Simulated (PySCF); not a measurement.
CH4ClFOSi2, SMILES C1O[Si@@H]([Si@H]1Cl)F.

Coordinates come from a B3LYP-D3(BJ)/def2-SVP optimisation. The structure was generated by enumeration; whether it is a known compound was not checked.

Vertical ionisation energy (IE) and electron affinity (EA) in eV. Rows of orbital energies are one-electron estimates. Where ΔSCF, EOM or ADC give a negative EA the extra electron is unbound and the value depends on the basis.

| level | IE | EA |
|---|---|---|
| −ε(HOMO), −ε(LUMO), B3LYP/def2-TZVP (PySCF) | 7.77 | 1.22 |
| −ε(HOMO), −ε(LUMO), PBE/def2-TZVP (PySCF) | 6.75 | 1.92 |
